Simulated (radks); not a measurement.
The numbers below are computed, except where a source is named.
Charge is removed step by step from the 1s down level of neutral beryllium, starting from 1s(up 1, down 1) 2s2. Level of theory: scalar-relativistic Kohn-Sham, PBE, spin-polarised, spherical densities, finite nucleus; Fermi nuclear charge, rms radius 2.519 fm (a radial shooting solver on a logarithmic mesh with Libxc functionals).

removed (e)  E - E(0) (eV)  eigenvalue (eV)
0                    0.000          -106.21
0.25                27.699          -115.38
0.5                 57.674          -124.35
0.75                89.796          -132.33

The mean slope of the eigenvalue, de/dn, is 34.8 eV per electron.
